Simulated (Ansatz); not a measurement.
Task: Name a neutral molecule of Cl, F, Nb with HOMO energy (PBE/def2-TZVPP) between -9.10 and -8.80 eV and ideal-gas entropy at 298 K and 1 bar (rigid rotor, harmonic PBE0-D4/def2-TZVP) between 355 and 371 J/(mol·K) (Ansatz, PBE0-D4/def2-TZVP geometry).

Result: `[F][Nb]([F])([F])([F])[Cl]` (-9.04 eV, 368 J/(mol·K)). Other molecules can fit too; these were computed, each in one conformer that needn't be the lowest.
